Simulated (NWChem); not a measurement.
System: C$_{4}$H$_{6}$S; SMILES C#CCSC

Parts of the log:

```
             Northwest Computational Chemistry Package (NWChem) 7.3.0
             --------------------------------------------------------

                             Geometry "geometry" -> ""
                             -------------------------

 Output coordinates in angstroms (scale by  1.889725989 to convert to a.u.)

  No.       Tag          Charge          X              Y              Z
 ---- ---------------- ---------- -------------- -------------- --------------
    1 C                    6.0000    -0.46974000    -2.50548600    -0.30834500
    2 C                    6.0000     0.18241200    -1.54576500     0.03981900
    3 C                    6.0000     0.93758300    -0.38069800     0.46860800
    4 S                   16.0000     0.42206600     1.17928400    -0.32305700
    5 C                    6.0000    -1.26857500     1.29603900     0.29267500
    6 H                    1.0000    -1.03744500    -3.36168700    -0.62271600
    7 H                    1.0000     2.00148500    -0.49469100     0.20517400
    8 H                    1.0000     0.88785500    -0.27300800     1.56540700
    9 H                    1.0000    -1.70879600     2.19068200    -0.16959000
   10 H                    1.0000    -1.29694500     1.41325800     1.38681900
   11 H                    1.0000    -1.85891500     0.41654600    -0.00500000

 Effective nuclear repulsion energy (a.u.)     198.8093292765

                                 NWChem DFT Module
                                 -----------------

 Summary of "ao basis" -> "ao basis" (spherical)
 ------------------------------------------------------------------------------
       Tag                 Description            Shells   Functions and Types
 ---------------- ------------------------------  ------  ---------------------
 C                          def2-svp                 6       14   3s2p1d
 S                          def2-svp                 8       18   4s3p1d
 H                          def2-svp                 3        5   2s1p

 in cosmo_initialize ...
 calling solv_data for solv:propnol2

 solvent parameters
 solvname_short: propnol2
 solvname_long:  2-propanol
 dielec:       19.2640
 dielecinf:     1.8978
 nonaqueous SMD model solvent descriptors
 dielec:       19.2640
 sola:          0.3300
 solb:          0.5600
 solc:          0.0000
 solg:         30.1300
 solh:          0.0000
 soln:          1.3776

          ---------------
          -cosmo- solvent
          ---------------
 Cosmo: York-Karplus, doi: 10.1021/jp992097l
 dielectric constant -eps-     =  19.26
 screen = (eps-1)/(eps    )    =   0.94809
 surface charge correction     = lagrangian

   van der Waals surface
 --------------------------

 ---------- ATOMIC COORDINATES (A.U.) ------------ VDWR(ANG.) --
     1   -0.88767989   -4.73468201   -0.58268756     1.850
     2    0.34470870   -2.92107229    0.07524700     1.850
     3    1.77177496   -0.71941490    0.88554072     1.850
     4    0.79758909    2.22852362   -0.61048921     2.490
     5   -2.39725915    2.44915858    0.55307555     1.850
     6   -1.96048678   -6.35266729   -1.17676261     1.200
     7    3.78225822   -0.93483044    0.38772264     1.200
     8    1.67780267   -0.51591031    2.95819029     1.200
     9   -3.22915621    4.13978871   -0.32047863     1.200
    10   -2.45087067    2.67067037    2.62070791     1.200
    11   -3.51283999    0.78715780   -0.00944863     1.200
 number of segments per atom =        128
 number of   points per atom =        128
 atom (   nspa,  nppa )
 ----------------------
    1 (     81,     0 )       0
    2 (     47,     0 )       0
    3 (     24,     0 )       0
    4 (     84,     0 )       0
    5 (     42,     0 )       0
    6 (     54,     0 )       0
    7 (     47,     0 )       0
    8 (     51,     0 )       0
    9 (     50,     0 )       0
   10 (     52,     0 )       0
   11 (     51,     0 )       0
 number of -cosmo- surface points =      583
 molecular surface =    133.975 angstrom**2
 molecular volume  =    118.881 angstrom**3
 -lineq- algorithm             =   0
 -bem- low  level              =   3
 -bem- from -octahedral-
 gaussian surface charge width =   4.50000
 degree of switching           =   1.00000
 switching function tolerance  =   0.00010
 atomic radii =
 --------------
    1  6.000  1.850
    2  6.000  1.850
    3  6.000  1.850
    4 16.000  2.490
    5  6.000  1.850
    6  1.000  1.200
    7  1.000  1.200
    8  1.000  1.200
    9  1.000  1.200
   10  1.000  1.200
   11  1.000  1.200
 ...... end of -cosmo- initialization ......

 nat:                    11
 ixmem:                  6636
 calling mnsol_interface()
 G(SMD-CDS) energy (kcal/mol)  =     0.505
 SMD-CDS SASA (angstrom**2)    =   154.663

            General Information
            -------------------
          SCF calculation type: DFT
          Wavefunction type:  closed shell.
          No. of atoms     :    11
          No. of electrons :    46
           Alpha electrons :    23
            Beta electrons :    23
          Charge           :     0
          Spin multiplicity:     1
          Use of symmetry is: off; symmetry adaption is: off
          Maximum number of iterations: 150
          AO basis - number of functions:   104
                     number of shells:    50
          Convergence on energy requested:  1.00D-06
          Convergence on density requested:  1.00D-05
          Convergence on gradient requested:  5.00D-04

              XC Information
              --------------
                         B3LYP Method XC Potential
                     Hartree-Fock (Exact) Exchange  0.200
                        Slater Exchange Functional  0.800 local
                    Becke 1988 Exchange Functional  0.720 non-local
              Lee-Yang-Parr Correlation Functional  0.810
                  VWN I RPA Correlation Functional  0.190 local

             Grid Information
             ----------------
          Grid used for XC integration:  medium
          Radial quadrature: Mura-Knowles
          Angular quadrature: Lebedev.
          Tag              B.-S. Rad. Rad. Pts. Rad. Cut. Ang. Pts.
          ---              ---------- --------- --------- ---------
          C                   0.70       49          12.0       434
          S                   1.00       88          12.0       590
          H                   0.35       45          13.0       434
          Grid pruning is: on
          Number of quadrature shells:   554
          Spatial weights used:  Erf1

      Superposition of Atomic Density Guess
      -------------------------------------

 Sum of atomic energies:        -550.84223462

      Non-variational initial energy
      ------------------------------

 Total energy =    -553.532661
 1-e energy   =   -1148.489248
 2-e energy   =     396.147258
 HOMO         =      -0.260738
 LUMO         =       0.032467

   convergence    iter        energy       DeltaE   RMS-Dens  Diis-err
 ---------------- ----- ----------------- --------- --------- ---------
     COSMO gas phase
 d= 0,ls=0.0,diis     1   -553.8699069505 -7.53D+02  9.54D-03  4.76D-01
 d= 0,ls=0.0,diis     2   -553.8910217467 -2.11D-02  5.45D-03  2.80D-01
 d= 0,ls=0.0,diis     3   -553.9078676286 -1.68D-02  2.95D-03  1.47D-01
 d= 0,ls=0.0,diis     4   -553.9239210349 -1.61D-02  9.25D-04  2.67D-02
 d= 0,ls=0.0,diis     5   -553.9272863129 -3.37D-03  1.62D-04  1.47D-04
  Resetting Diis
 d= 0,ls=0.0,diis     6   -553.9273021581 -1.58D-05  6.22D-05  2.15D-05
 d= 0,ls=0.0,diis     7   -553.9273053448 -3.19D-06  1.87D-05  7.07D-07
 d= 0,ls=0.0,diis     8   -553.9273052949  5.00D-08  1.01D-05  1.08D-06
 d= 0,ls=0.0,diis     9   -553.9273054527 -1.58D-07  1.58D-06  5.13D-08

   convergence    iter        energy       DeltaE   RMS-Dens  Diis-err
 ---------------- ----- ----------------- --------- --------- ---------
     COSMO solvation phase
 d= 0,ls=0.0,diis     1   -553.9338158600 -6.51D-03  2.21D-03  2.71D-03
 d= 0,ls=0.0,diis     2   -553.9346100508 -7.94D-04  4.14D-04  6.28D-04
 d= 0,ls=0.0,diis     3   -553.9346873653 -7.73D-05  1.38D-04  1.50D-04
 d= 0,ls=0.0,diis     4   -553.9347005225 -1.32D-05  5.24D-05  5.93D-05
 d= 0,ls=0.0,diis     5   -553.9347078650 -7.34D-06  1.30D-05  2.97D-06
 d= 0,ls=0.0,diis     6   -553.9347082238 -3.59D-07  3.90D-06  2.62D-07

         Total DFT energy =     -553.934708223838
      One electron energy =    -1153.192940504918
           Coulomb energy =      449.864777068238
    Exchange-Corr. energy =      -49.547339662031
 Nuclear repulsion energy =      198.809329276489

             COSMO energy =        0.131465598384

 Numeric. integr. density =       46.000001651903

                                COSMO-SMD solvation results
                                ---------------------------

             internal energy in gas <Psi(g)|H|Psi(g)> =      -553.927305452652
         internal energy in solvent <Psi(s)|H|Psi(s)> =      -553.926271521161
                               delta internal energy  =         0.001033931491 (    0.65 kcal/mol)
   total free energy in solvent <Psi(s)|H+V/2|Psi(s)> =      -553.935512804935
 polarization energy contribution <Psi(s)|V/2|Psi(s)> =        -0.009241283773 (   -5.80 kcal/mol)
    total free energy in solvent including G(SMD-CDS) =      -553.934708223838
                       G(SMD-CDS) energy contribution =         0.000804581097 (    0.50 kcal/mol)
     1 M fixed-concentration free energy of solvation =        -0.007402771185 (   -4.65 kcal/mol)

                       DFT Final Molecular Orbital Analysis
                       ------------------------------------

 Vector   21  Occ=2.000000D+00  E=-2.838972D-01
              MO Center= -3.8D-02, -1.8D+00, -1.0D-01, r^2= 2.2D+00
   Bfn.  Coefficient  Atom+Function         Bfn.  Coefficient  Atom+Function
  ----- ------------  ---------------      ----- ------------  ---------------
     4      0.345180   1 C  px               18      0.326923   2 C  px
     7      0.210316   1 C  px                5     -0.182120   1 C  py
    21      0.181715   2 C  px               19     -0.159558   2 C  py
    80     -0.156523   7 H  s                 6     -0.149929   1 C  pz
    20     -0.134542   2 C  pz                8     -0.117137   1 C  py

 Vector   22  Occ=2.000000D+00  E=-2.807556D-01
              MO Center= -3.1D-02, -1.4D+00, -1.0D-01, r^2= 3.2D+00
   Bfn.  Coefficient  Atom+Function         Bfn.  Coefficient  Atom+Function
  ----- ------------  ---------------      ----- ------------  ---------------
     6      0.358486   1 C  pz               20      0.320569   2 C  pz
     9      0.219807   1 C  pz               23      0.180944   2 C  pz
     5     -0.162591   1 C  py               19     -0.153161   2 C  py
    54     -0.153216   4 S  py               85     -0.147209   8 H  s
    51     -0.142033   4 S  py               22     -0.136749   2 C  py

 Vector   23  Occ=2.000000D+00  E=-2.281016D-01
              MO Center=  2.9D-01,  1.0D+00, -2.0D-01, r^2= 2.1D+00
   Bfn.  Coefficient  Atom+Function         Bfn.  Coefficient  Atom+Function
  ----- ------------  ---------------      ----- ------------  ---------------
    55      0.518464   4 S  pz               52      0.356932   4 S  pz
    54      0.339372   4 S  py               51      0.226746   4 S  py
    53      0.211285   4 S  px               49      0.202328   4 S  pz
    50      0.144589   4 S  px               95     -0.131032  10 H  s
    48      0.128756   4 S  py              100      0.122128  11 H  s

 Vector   24  Occ=0.000000D+00  E= 1.273549D-02
              MO Center=  1.1D-01, -8.6D-01, -1.1D-01, r^2= 4.6D+00
   Bfn.  Coefficient  Atom+Function         Bfn.  Coefficient  Atom+Function
  ----- ------------  ---------------      ----- ------------  ---------------
    54      0.601083   4 S  py               31      0.422223   3 C  s
    63     -0.376845   5 C  s                 7      0.344059   1 C  px
    36      0.319943   3 C  py                9      0.313360   1 C  pz
    22      0.297624   2 C  py               46     -0.284069   4 S  s
    53     -0.276103   4 S  px                8     -0.253433   1 C  py

 Vector   25  Occ=0.000000D+00  E= 3.402315D-02
              MO Center=  4.5D-02, -1.6D+00,  4.1D-02, r^2= 3.7D+00
   Bfn.  Coefficient  Atom+Function         Bfn.  Coefficient  Atom+Function
  ----- ------------  ---------------      ----- ------------  ---------------
    63      0.562883   5 C  s                 9     -0.487190   1 C  pz
    81      0.475238   7 H  s                86     -0.465137   8 H  s
    23      0.443376   2 C  pz               21     -0.419485   2 C  px
     7      0.400904   1 C  px               20      0.302304   2 C  pz
     6     -0.278515   1 C  pz               18     -0.268668   2 C  px

 Vector   26  Occ=0.000000D+00  E= 5.870602D-02
              MO Center=  3.7D-01,  2.5D-01,  2.5D-01, r^2= 5.5D+00
   Bfn.  Coefficient  Atom+Function         Bfn.  Coefficient  Atom+Function
  ----- ------------  ---------------      ----- ------------  ---------------
    31      1.972303   3 C  s                63     -1.057477   5 C  s
    86     -0.950718   8 H  s                53     -0.742737   4 S  px
    81     -0.744004   7 H  s                22     -0.530258   2 C  py
    17     -0.439361   2 C  s                67     -0.387442   5 C  px
   101      0.341359  11 H  s                54      0.307511   4 S  py

     Multipole analysis of the density
     ---------------------------------

     L   x y z        total         alpha         beta         nuclear
     -   - - -        -----         -----         ----         -------
     0   0 0 0     -0.000000    -23.000000    -23.000000     46.000000

     1   1 0 0     -0.289771     -0.173586     -0.173586      0.057400
     1   0 1 0     -0.140429     -0.017476     -0.017476     -0.105477
     1   0 0 1      0.503765      0.112303      0.112303      0.279158

     2   2 0 0    -25.621367    -72.147518    -72.147518    118.673668
     2   1 1 0     -0.532317      4.676960      4.676960     -9.886236
     2   1 0 1      0.955676      0.323417      0.323417      0.308843
     2   0 2 0    -26.934112   -198.788235   -198.788235    370.642358
     2   0 1 1      1.275110     -3.874069     -3.874069      9.023249
     2   0 0 2    -28.556555    -30.194087    -30.194087     31.831619
```

Level: B3LYP/def2-SVP, SMD on the gas-phase geometry. Geometry: optimised at PBE0/def2-SVP. B3LYP is NWChem's, with the RPA form of VWN correlation. Solvent: 2-propanol.

Reconstruct the input file.

This is not unique; one that fits is the input that was run:
```
start job
memory heap 200 mb stack 900 mb global 1100 mb
geometry units angstroms noautosym nocenter noautoz
  C     -0.469740    -2.505486    -0.308345
  C      0.182412    -1.545765     0.039819
  C      0.937583    -0.380698     0.468608
  S      0.422066     1.179284    -0.323057
  C     -1.268575     1.296039     0.292675
  H     -1.037445    -3.361687    -0.622716
  H      2.001485    -0.494691     0.205174
  H      0.887855    -0.273008     1.565407
  H     -1.708796     2.190682    -0.169590
  H     -1.296945     1.413258     1.386819
  H     -1.858915     0.416546    -0.005000
end
basis spherical
  * library def2-svp
end
dft
  xc b3lyp
  iterations 150
end
cosmo
  do_cosmo_smd true
  solvent propnol2
end
task dft energy
```
